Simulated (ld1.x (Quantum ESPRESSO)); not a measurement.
Transferability test, ultrasoft potential for copper

| Quantity | Value |
| --- | --- |
| Element | copper |
| Generator | ld1.x (Quantum ESPRESSO) 7.5 |
| Type | ultrasoft |
| Functional | LDA (PZ) |
| Relativity | scalar-relativistic |
| Frozen core | [Ne] |
| Valence charge | 19 |
| Reference configuration | 3s2 3p6 3d10 4s0.5 4p0 (charge +0.5) |
| Partial waves | 3s (bound): rcut 1.30, rcutus 1.55 bohr; 4s (bound): rcut 1.30, rcutus 1.55 bohr; 3p (bound): rcut 1.05, rcutus 1.25 bohr; 4p (bound, empty): rcut 1.05, rcutus 1.25 bohr; 3d (bound): rcut 0.70, rcutus 0.80 bohr; 3d channel at -0.2 Ry: rcut 0.70, rcutus 0.80 bohr |
| Local potential | all-electron potential smoothed inside 0.80 bohr (lloc = -1) |
| Core correction | none |
| Augmentation charge | built from norm-conserving waves at rcut, not smoothed further |

Energies are relative to the spin-unpolarised reference configuration 3s2 3p6 3d10 4s0.5 4p0; without spin polarisation the order of configurations can differ from experiment. Not all tests gave a result: test run stopped at test 5 of 9 (negative rho). The frozen-core shift is the all-electron ΔE with the core orbitals held at their reference shape minus the fully relaxed ΔE.

Its overlap operator is not positive definite in a basis up to 400 Ry (lowest eigenvalue s -0.31, p -0.79), so the file is unfit for use: the generalised eigenproblem breaks down once the basis is large enough, and its test numbers describe a broken file.

| valence configuration | charge | ΔE all-electron (eV) | error AE − PS (meV) | frozen-core shift (meV) |
| --- | --- | --- | --- | --- |
| 3s2 3p6 3d10 4s1 4p0 | 0 | -3.302 | -797 | -0.7 |
| 3s2 3p6 3d10 4s0 4p0 | +1 | 5.132 | +1161 | +0.9 |
| 3s2 3p6 3d9 4s0 4p0 | +2 | 26.819 | +1155 | -1.0 |
| 3s2 3p6 3d8 4s0 4p0 | +3 | 66.183 | +1070 | -4.1 |

These tests converged, but a pseudo level misses the all-electron one widely, so the file describes the atom poorly there or has found another state: 3s2 3p6 3d10 4s1 4p0: 4s by 1.3 eV; 3s2 3p6 3d10 4s0 4p0: empty 4s by 2.8 eV; 3s2 3p6 3d9 4s0 4p0: empty 4s by 4.2 eV; 3s2 3p6 3d8 4s0 4p0: empty 4s by 5.8 eV (a node warning on the way). A variational frozen-core shift is positive and of second order in the change. This column holds negative values, so the frozen-core run of ld1.x carries numerical noise or an error of first order here, and the column gives no more than the rough size of the effect.

A Bessel basis up to 400 Ry misses an occupied level by 0.03 Ry, so cutoffs and ghosts were not judged.  The potential misses its own reference levels by up to 1.9 eV, so it is not fit for use.
